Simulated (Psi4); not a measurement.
ClCs (SMILES [Cl][Cs]), singlet, geometry from GFN2-xTB (such geometries of metal compounds can be far from the true shape) (core potentials on Cs); B3LYP/def2-SVP (Psi4 1.11).

Psi4 was given this input:
```
memory 2 GB

molecule {
0 1
  Cs   -0.00000000   -0.00000000   -0.68024263
  Cl    0.00000000    0.00000000    2.20078499
}

set basis def2-svp

energy('b3lyp')
print_variables()
```

Problem. What does Psi4 print? Leave out banner, timings and long lists.

Solution. 
```
   => Loading Basis Set <=

    Name: DEF2-SVP
    Role: ORBITAL
    Keyword: BASIS

    !!!  WARNING: ECP capability is in beta. Please check occupations closely.  !!!

         ---------------------------------------------------------
                                   SCF
               by Justin Turney, Rob Parrish, Andy Simmonett
                          and Daniel G. A. Smith
                              RKS Reference
         ---------------------------------------------------------

  ==> Geometry <==

    Molecular point group: c2v
    Full point group: C_inf_v

    Geometry (in Angstrom), charge = 0, multiplicity = 1:

       Center              X                  Y                   Z               Mass
    ------------   -----------------  -----------------  -----------------  -----------------
         CS           0.000000000000     0.000000000000    -0.600128951425   132.905451961000
         CL           0.000000000000     0.000000000000     2.280898668575    34.968852682000

  Running in c2v symmetry.

  Rotational constants: A = ************  B =      0.07336  C =      0.07336 [cm^-1]
  Rotational constants: A = ************  B =   2199.28951  C =   2199.28951 [MHz]
  Nuclear repulsion =   28.102511989284572

  Charge       = 0
  Multiplicity = 1
  Electrons    = 26
  Nalpha       = 13
  Nbeta        = 13

  ==> Algorithm <==

  SCF Algorithm Type is DF.
  DIIS enabled.
  MOM disabled.
  Fractional occupation disabled.
  Guess Type is SAD.
  Energy threshold   = 1.00e-06
  Density threshold  = 1.00e-06
  Integral threshold = 1.00e-12

  ==> Primary Basis <==

  Basis Set: DEF2-SVP
    Blend: DEF2-SVP
    Number of shells: 18
    Number of basis functions: 42
    Number of Cartesian functions: 45
    Spherical Harmonics?: true
    Max angular momentum: 2

  Core potential: DEF2-SVP
    Number of shells: 4
    Number of ECP primitives: 10
    Number of ECP core electrons: 46
    Max angular momentum: 3

  ==> DFT Potential <==

   => LibXC <=

    Version 7.1.2
    S. Lehtola, C. Steigemann, M. J. T. Oliveira, and M. A. L. Marques,  SoftwareX 7, 1–5 (2018) (10.1016/j.softx.2017.11.002)

   => Composite Functional: B3LYP <=

    B3LYP Hyb-GGA Exchange-Correlation Functional

    P. J. Stephens, F. J. Devlin, C. F. Chabalowski, and M. J. Frisch,  J. Phys. Chem. 98, 11623 (1994) (10.1021/j100096a001)

    Deriv               =              1
    GGA                 =           TRUE
    Meta                =          FALSE

[...]
   @DF-RKS iter   3:  -480.30632264438026   -3.22628e-01   1.57027e-03 DIIS/ADIIS
   @DF-RKS iter   4:  -480.30755699261056   -1.23435e-03   6.56423e-04 DIIS/ADIIS
   @DF-RKS iter   5:  -480.30771603396897   -1.59041e-04   1.36077e-04 DIIS/ADIIS
   @DF-RKS iter   6:  -480.30772433005899   -8.29609e-06   2.03658e-05 DIIS
   @DF-RKS iter   7:  -480.30772452638860   -1.96330e-07   7.36810e-07 DIIS
  Energy and wave function converged.

  ==> Post-Iterations <==

   Electrons on quadrature grid:
      Ntotal   =   26.0000104145 ; deviation = 1.041e-05

    Orbital Energies [Eh]
    ---------------------

    Doubly Occupied:

[...]
       3B2    -0.200410

    Virtual:

[...]
    Final Occupation by Irrep:
             A1    A2    B1    B2
    DOCC [     7,    0,    3,    3 ]
    NA   [     7,    0,    3,    3 ]
    NB   [     7,    0,    3,    3 ]

  @DF-RKS Final Energy:  -480.30772452638860

   => Energetics <=

    Nuclear Repulsion Energy =             28.1025119892845723
    One-Electron Energy =                -727.1580331206446317
    Two-Electron Energy =                 244.1973265414154923
    DFT Exchange-Correlation Energy =     -25.4495299364440832
    Empirical Dispersion Energy =           0.0000000000000000
    VV10 Nonlocal Energy =                  0.0000000000000000
    Total Energy =                       -480.3077245263886539

Computation Completed

Properties will be evaluated at   0.000000,   0.000000,   0.000000 [a0]

Properties computed using the SCF density matrix

 Multipole Moments:

 ------------------------------------------------------------------------------------
     Multipole            Electronic (a.u.)      Nuclear  (a.u.)        Total (a.u.)
 ------------------------------------------------------------------------------------

 L = 1.  Multiply by 2.5417464519 to convert [e a0] to [Debye]
 Dipole X            :          0.0000000            0.0000000            0.0000000
 Dipole Y            :          0.0000000            0.0000000            0.0000000
 Dipole Z            :        -66.7845567           63.0679404           -3.7166163
 Magnitude           :                                                    3.7166163

 ------------------------------------------------------------------------------------

  Variable Map:
  ----------------------------------------------------------------------------
[...]
  Array Variable Map:
  ----------------------------------------------------------------------------
[...]
[...]
```
